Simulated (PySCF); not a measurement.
**Dipole response of Pd (palladium, neutral)**

[Kr] 4d9 5s1, high-spin 3D determinant (an excited configuration). Computed with PySCF 2.14 in x2c-QZVPPall with one added diffuse shell each of s, p, d, f, g type (14s9p8d5f3g, 143 functions), with scalar relativity by spin-free X2C-1e. Coupled (time-dependent) response in atomic units; α is the mean over directions.

```
method  mean α (bohr³)         α xx, yy, zz  C₆ (like pair)  S(−4)
 B97-3           54.75  55.27, 55.27, 53.71           455.2   2205
```

S(−4) is the Cauchy moment in α(ω) = α(0) + S(−4) ω² + …

Spin-orbit coupling is absent.

α(iu) at B97-3:

```
u (hartree)  α(iu) (bohr³)
          0          54.75
     0.0500          49.88
      0.100          40.23
      0.200          25.32
      0.300          17.63
      0.500          10.76
      0.750          7.145
       1.00          5.256
       1.50          3.285
       2.00          2.272
       3.00          1.275
       5.00         0.5656
```

A single London oscillator, α(iu) = α/(1 + u²/ω²), gives C₆ = (3/4) ω α². Matching the computed C₆ needs ω = 4 × 455.2 / (3 × 54.75²) = 0.202 hartree.

The components differ because the open shell of this determinant is not spherical; for a pure term their mean is the scalar polarisability.
